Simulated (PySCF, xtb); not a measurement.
B(Cl)(OMe)(SH) (CH4BClOS), SMILES COB(S)Cl.

GFN2-xTB (xtb) at its own geometry gives an orbital gap of 5.01 eV and a dipole moment of 2.09 D.

Geometry: r2SCAN-D4/def2-SVP. One conformer was computed; it need not be the lowest.

Q: What does CAM-B3LYP/def2-TZVP run with PySCF give? (Estimate from the structure and the level; the computed values follow.)

A: gap 10.39 eV (levels -9.29 and 1.10 eV), dipole 1.85 D.
